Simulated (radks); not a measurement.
The numbers below are computed, except where a source is named.
Task: Level of theory: Dirac Kohn-Sham, LDA (Slater exchange, Perdew-Wang correlation), spin-unpolarised, spherical densities, finite nucleus; open shells are shared between the two j in proportion to 2j + 1; Fermi nuclear charge, rms radius of each element as measured or else 0.836 A^(1/3) + 0.57 fm (a radial shooting solver on a logarithmic mesh with Libxc functionals). Each species is in its NIST ground configuration. Rank K2+, Se2+, Ga2+, Co2+, Cr2+, Ti2+, Br2+, Cu2+, Kr2+, Fe2+, As2+, Sc2+, Ge2+, V2+, Ca2+, Mn2+, Zn2+, Ni2+ by Delta-SCF ionisation energy (eV), largest first.

Result: Ca2+ 51.311, K2+ 46.956, Zn2+ 40.896, Cu2+ 39.369, Ni2+ 37.803, Kr2+ 37.283, Co2+ 36.193, Ge2+ 35.215, Fe2+ 34.533, Br2+ 34.227, Mn2+ 32.815, Ga2+ 31.596, Se2+ 31.159, Cr2+ 31.029, V2+ 29.162, As2+ 28.041, Ti2+ 27.193, Sc2+ 25.093.
